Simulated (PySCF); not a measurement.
C2H6ClFGe (SMILES [CH3][Ge]([CH3])([F])[Cl]), singlet, geometry from GFN2-xTB. Base run: B3LYP/6-31G in PySCF.

Here is a job for PySCF.
```python
from pyscf import gto, scf, dft, solvent

mol = gto.Mole()
mol.atom = '''
    C     1.78991447   -1.10307186    0.05265901
    Ge    0.04639809   -0.15158912    0.18556666
    C    -1.56585931   -1.04021026    0.94307027
    F     0.37931283    1.16066558    1.34760961
    Cl   -0.41112826    0.86369707   -1.61043203
    H     2.55320922   -0.40579348   -0.28083458
    H     1.71953641   -1.91882714   -0.65923802
    H     2.07105252   -1.49637176    1.02401214
    H    -2.36916300   -0.31358577    1.02525334
    H    -1.88614646   -1.85128415    0.29748338
    H    -1.34219377   -1.43243356    1.92967298
'''
mol.basis = '6-31g'
mol.verbose = 4
mol.build()

mf = dft.RKS(mol)
mf.xc = 'b3lyp'
mf.kernel()
```

The base run was repeated with changes; each row names its change, and settings that it needs were set with it.

```tsv
change	ΔE vs base (kcal/mol)	dipole (D)	HOMO-LUMO gap (eV)
base	0.000	4.04	8.21
model = IEF-PCM; solvent = tetrahydrofuran; r_probe = 0.5	(withheld)	(withheld)	8.24
model = IEF-PCM; solvent = tetrahydrofuran	-5.79	4.81	8.25
model = IEF-PCM; solvent = tetrahydrofuran; vdw_scale = 1.1	(withheld)	(withheld)	8.25
model = C-PCM; solvent = tetrahydrofuran	-6.11	4.86	8.25
model = IEF-PCM; solvent = dichloromethane	-6.02	4.85	8.25
model = IEF-PCM; solvent = tetrahydrofuran; lebedev_order = 41	-5.80	4.81	8.25
model = IEF-PCM; solvent = tetrahydrofuran; vdw_scale = 1.4	-3.66	4.62	8.24
model = ddCOSMO; solvent = tetrahydrofuran	-5.32	4.77	8.26
model = IEF-PCM; solvent = methanol	-6.86	4.97	8.25
model = COSMO; solvent = tetrahydrofuran	-5.67	4.80	8.25
model = IEF-PCM; solvent = n-hexane	(withheld)	(withheld)	8.24
```

### Question
Some entries are withheld; supply them.

### Answer

- model = IEF-PCM; solvent = tetrahydrofuran; r_probe = 0.5, ΔE vs base (kcal/mol): -2.84
- model = IEF-PCM; solvent = tetrahydrofuran; r_probe = 0.5, dipole (D): 4.53
- model = IEF-PCM; solvent = tetrahydrofuran; vdw_scale = 1.1, ΔE vs base (kcal/mol): -7.54
- model = IEF-PCM; solvent = tetrahydrofuran; vdw_scale = 1.1, dipole (D): 4.93
- model = IEF-PCM; solvent = n-hexane, ΔE vs base (kcal/mol): -2.61
- model = IEF-PCM; solvent = n-hexane, dipole (D): 4.38

The base is the gas phase, so ΔE is the electrostatic part of solvation at a fixed geometry, without cavity and dispersion terms.
